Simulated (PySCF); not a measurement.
An element was calculated at UHF (PySCF 2.14, ECP, a double-zeta basis, no spin-orbit coupling), in the ground configurations that NIST lists.

* electron affinity: -0.165 eV
* first ionisation energy: 6.296 eV
* second ionisation energy: 14.910 eV
* third ionisation energy: 26.435 eV
* polarisability of the atom: 92.7 bohr³

Q: Which element is it?

A: Ruthenium (Ru, Z = 44), in aug-cc-pVDZ-PP with ECP28MDF. NIST lists 7.361, 16.76 ± 0.06, 28.47 eV for these ionisation energies.
